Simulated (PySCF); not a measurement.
The dipole of `C=CC(=C)C(C)=S` from its density and from atomic charges.

Coordinates (GFN2-xTB, Å) and charges (e) from the PBE0/pcSseg-1 density (PySCF):

```json
{"atom": "C1", "x": "2.064", "y": "0.322", "z": "1.206", "Mulliken": "-0.0941", "IAO": "-0.2871", "Hirshfeld": "-0.0924", "ESP-fitted": "-0.4066"}
{"atom": "C2", "x": "1.631", "y": "0.407", "z": "-0.044", "Mulliken": "-0.1279", "IAO": "-0.1411", "Hirshfeld": "-0.0504", "ESP-fitted": "-0.2507"}
{"atom": "C3", "x": "0.269", "y": "0.118", "z": "-0.499", "Mulliken": "-0.1888", "IAO": "-0.0016", "Hirshfeld": "0.0000", "ESP-fitted": "+0.1846"}
{"atom": "C4", "x": "-0.161", "y": "0.634", "z": "-1.660", "Mulliken": "-0.0422", "IAO": "-0.2973", "Hirshfeld": "-0.0810", "ESP-fitted": "-0.5079"}
{"atom": "C5", "x": "-0.598", "y": "-0.763", "z": "0.285", "Mulliken": "-0.3673", "IAO": "-0.0267", "Hirshfeld": "+0.0581", "ESP-fitted": "+0.2087"}
{"atom": "C6", "x": "-2.058", "y": "-0.461", "z": "0.330", "Mulliken": "-0.1529", "IAO": "-0.4335", "Hirshfeld": "-0.1217", "ESP-fitted": "-0.3368"}
{"atom": "S7", "x": "-0.014", "y": "-2.093", "z": "1.031", "Mulliken": "-0.0302", "IAO": "-0.0755", "Hirshfeld": "-0.1011", "ESP-fitted": "-0.2344"}
{"atom": "H8", "x": "3.079", "y": "0.574", "z": "1.462", "Mulliken": "+0.1208", "IAO": "+0.1571", "Hirshfeld": "+0.0518", "ESP-fitted": "+0.1889"}
{"atom": "H9", "x": "1.437", "y": "-0.005", "z": "2.018", "Mulliken": "+0.1293", "IAO": "+0.1540", "Hirshfeld": "+0.0338", "ESP-fitted": "+0.2207"}
{"atom": "H10", "x": "2.294", "y": "0.767", "z": "-0.819", "Mulliken": "+0.0974", "IAO": "+0.1488", "Hirshfeld": "+0.0487", "ESP-fitted": "+0.1868"}
{"atom": "H11", "x": "-1.143", "y": "0.441", "z": "-2.053", "Mulliken": "+0.1138", "IAO": "+0.1527", "Hirshfeld": "+0.0500", "ESP-fitted": "+0.1986"}
{"atom": "H12", "x": "0.485", "y": "1.245", "z": "-2.268", "Mulliken": "+0.1179", "IAO": "+0.1569", "Hirshfeld": "+0.0529", "ESP-fitted": "+0.2070"}
{"atom": "H13", "x": "-2.527", "y": "-0.764", "z": "-0.608", "Mulliken": "+0.1493", "IAO": "+0.1659", "Hirshfeld": "+0.0573", "ESP-fitted": "+0.1261"}
{"atom": "H14", "x": "-2.231", "y": "0.606", "z": "0.462", "Mulliken": "+0.1343", "IAO": "+0.1577", "Hirshfeld": "+0.0479", "ESP-fitted": "+0.1330"}
{"atom": "H15", "x": "-2.531", "y": "-1.018", "z": "1.134", "Mulliken": "+0.1407", "IAO": "+0.1696", "Hirshfeld": "+0.0458", "ESP-fitted": "+0.0822"}
```

**Question.** What dipole does each set of charges give (1 e·Å = 4.803 D), and what does the density give?

**Answer.** The full density gives (-0.78, 2.11, -1.19) D, 2.55 D in size; dipole vectors point from the negative to the positive end.

```csv
scheme,μx,μy,μz,size (D),share of the full size (%),angle to the full dipole (°)
Mulliken,-1.14,2.15,-0.68,2.53,99,14
IAO,-0.57,1.45,-0.77,1.74,68,2
Hirshfeld,-0.59,1.03,-0.87,1.48,58,11
ESP-fitted,-0.81,2.16,-1.21,2.61,102,0
```

**Question.** Which set comes closest?

**Answer.** Length of the difference vector: ESP-fitted 0.06 D, Mulliken 0.62 D, IAO 0.81 D, Hirshfeld 1.14 D. Closest: ESP-fitted. ESP charges are fitted to the potential around the molecule, whose slowest-falling term is the dipole's. The schemes that divide the density aren't constrained to reproduce the dipole.

**Question.** What is left for the Hirshfeld atoms' own dipoles?

**Answer.** The Hirshfeld atoms' densities add up to the full density, so μ = Σ q r + Σ (atomic dipoles). The atomic dipoles sum to (-0.78, 2.11, -1.19) − (-0.59, 1.03, -0.87) = (-0.19, 1.08, -0.32) D, 1.14 D in size.

**Question.** With the origin at the mean of the coordinates, (0.000, 0.001, -0.001) Å, which are the largest single terms, by size, of the Hirshfeld dipole along the direction of the full one?

**Answer.** S7 +1.07, C4 -0.53, H12 +0.49, C1 +0.42, H11 +0.40 D; all 15 atoms together +1.45 D. The single terms depend on the origin, their sum doesn't.

**Question.** Give the size of the full dipole in other units.

**Answer.** 2.55 D = 1.001 au = 0.530 e·Å = 8.49 × 10⁻³⁰ C·m.

The structure is a single GFN2-xTB conformer in the gas phase; no vibrational or solvent corrections.

Conformer computed: `[CH2:1]=[CH:2][C:3](=[CH2:4])[C:5]([CH3:6])=[S:7]`: C1–C2–C3–C4 159°, C2–C3–C5–C6 145°.
